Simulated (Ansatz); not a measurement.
Computed with Ansatz on PBE0-D4/def2-TZVP structures; ΔE is electronic, products minus reactants. CCSD(T)/CBS is the MP2 limit (def2-TZVPP, def2-QZVPP) plus CCSD(T) − MP2 in def2-TZVPP, frozen cores. DFT in def2-TZVPP. Each species was taken in one conformer, which may not be the lowest.

`CS[Si](F)(F)Cl` + `CN[SiH]([SiH3])Cl` → `CN(C)[SiH]([SiH3])Cl` + `F[Si](F)(S)Cl`  (substitution at a C–S bond)

(1) Is it downhill or uphill in electronic energy at CCSD(T)/CBS, and by how much? (An estimate is asked.)

(2) What do these levels give: revPBE-D4, CAM-B3LYP-D4, ωB97X-V, B2PLYP, CAM-B3LYP, CCSD/CBS(def2)? (Best estimate.)

Largest T1 diagnostic among the species: 0.011.

Results:

(1) Computed: Uphill: ΔE = +0.18 eV.

(2) The calculation gave: revPBE-D4 0.18, CAM-B3LYP-D4 0.15, ωB97X-V 0.17, B2PLYP 0.18, CAM-B3LYP 0.17, CCSD/CBS(def2) 0.18 eV.

In def2-TZVPP, CCSD(T) changes the Hartree–Fock value by −0.08 eV (the triples alone add −0.00 eV) and MP2 by −0.06 eV. Leaving LDA and LC-ωPBE aside and taking each functional with its dispersion term where it has one, the values, not all of them listed here, spread over 0.03 eV, from CAM-B3LYP-D4 to r2SCAN-D4. LDA lies −0.11 eV from PBE without D4.
